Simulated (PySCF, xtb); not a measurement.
WCl6, SMILES [Cl][W]([Cl])([Cl])([Cl])([Cl])[Cl], multiplicity 1.

GFN2-xTB run with xtb at its own geometry gives an orbital gap of 2.14 eV and a dipole moment of 0.00 D.

The structure is a stationary point at B3LYP-D3(BJ)/def2-SVP. The spin state was assumed, not searched. The isomer is the one that the SMILES or the coordinates give; other isomers of the formula were not compared. The def2 effective core potentials stand for the cores of W; spin–orbit coupling is left out.

### Question
What does PBE0/def2-TZVP run with PySCF give? (The exact figures need the calculation; the answer reports its results.)

### Answer
gap 3.87 eV (levels -9.22 and -5.35 eV), dipole 0.00 D.
